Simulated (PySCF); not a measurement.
An element was calculated at r2SCAN (PySCF 2.14, ECP, a double-zeta basis, no spin-orbit coupling), in the ground configurations that NIST lists.

```
first ionisation energy  : 14.213 eV
second ionisation energy : 24.410 eV
third ionisation energy  : 35.520 eV
```

Q: Which element is it?

A: Krypton (Kr, Z = 36), in aug-cc-pVDZ-PP with ECP10MDF. NIST lists 14.000, 24.360, 35.838 ± 0.02 eV for these ionisation energies.
